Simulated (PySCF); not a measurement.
A GIAO shielding run with PySCF (density fitting, non-relativistic, gas phase) on `InChI=1S/C7H13BO2/c1-2-6-3-4-7(5-6)8(9)10/h2,6-7,9-10H,1,3-5H2/t6-,7-/m1/s1`:

```
{"job": {"kind": "nmr", "xc": "PBE0", "basis": "pcSseg-1"}, "charge": 0, "multiplicity": 1}
C      3.415711     0.542732    -0.175905
C      2.172647     0.068964    -0.082053
C      1.085841     0.664014     0.760362
C      0.491465    -0.356336     1.746121
C     -0.509152    -1.183542     0.924336
C     -0.918576    -0.287300    -0.273640
B     -2.472982    -0.103925    -0.492826
O     -3.337199    -1.043423    -0.026620
O     -3.006556     0.974391    -1.145321
C     -0.150500     1.037464    -0.073830
H      4.166187     0.061017    -0.808361
H      3.729948     1.432346     0.380671
H      1.905473    -0.828075    -0.657022
H      1.492780     1.542452     1.287255
H      1.264758    -0.969472     2.233332
H     -0.034299     0.193691     2.544045
H     -0.046612    -2.117245     0.569605
H     -1.378395    -1.484982     1.526300
H     -0.550226    -0.757242    -1.205561
H     -4.250109    -0.815213    -0.235204
H     -2.338604     1.605326    -1.427944
H      0.123808     1.529604    -1.021527
H     -0.755027     1.758326     0.504956
```

Hardware: 1 thread of an Arm Neoverse V1, shared host. The job also computes population analyses, field gradients.

(1) How large is the calculation?

(2) How long does it take?

(3) And these other runs on the same molecule and hardware: GIAO shielding at B97-2/pcSseg-1?

## Answers

(1) 76 electrons, 235 basis functions and 1209 auxiliary functions.

(2) 47 s of wall time, with 14 SCF cycles and 4 response iterations. Times on a shared host scatter by some tens of per cent.

(3) B97-2/pcSseg-1: 235 functions, 44 s.
